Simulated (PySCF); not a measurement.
**Relaxation of singlet TaNCl₂**

Computed with PySCF, PBE0, basis Ta def2-TZVP with ECP60, N def2-TZVP, Cl def2-TZVP (scalar-relativistic core potentials, no spin–orbit coupling, density fitting). A (50,194) grid was used.

A start displaced from a saddle point along its imaginary mode, of Cs symmetry, held to at least that symmetry:

```xyz
4
charge 0 multiplicity 1, angstrom
Ta    0.0000   -0.0580    0.1325
N     0.0000    0.2500    1.8069
Cl    2.1751    0.1001   -0.7046
Cl   -2.1751    0.1001   -0.7046
```

Optimiser trace:
```tsv
step	E − E(last) (kJ/mol)	largest gradient (Eh/bohr)
0	14.97	0.02993
1	9.78	0.00410
2	7.35	0.00744
3	5.26	0.01011
4	1.92	0.00441
5	0.34	0.00411
6	0.12	0.00198
7	0.04	0.00312
8	0.01	0.00121
9	0.00	0.00016
```

It ends at Cs with Ta–Cl 2.305 Å (×2), Ta–N 1.680 Å; Cl–Ta–Cl 114.7°, Cl–Ta–N 106.7° (×2) (after a last refinement on a finer grid). A frequency run shows a minimum. Other isomers or separated fragments may lie lower.

Final geometry:
Z-matrix (Å, degrees; charge 0 multiplicity 1):
```
Ta
N  1 1.6798
Cl 1 2.3051 2 106.72
Cl 1 2.3051 2 106.72 3 -123.13
```

Spin–orbit coupling, left out here, can matter for elements this heavy.

The relaxation took about 5 core-minutes on a shared host.
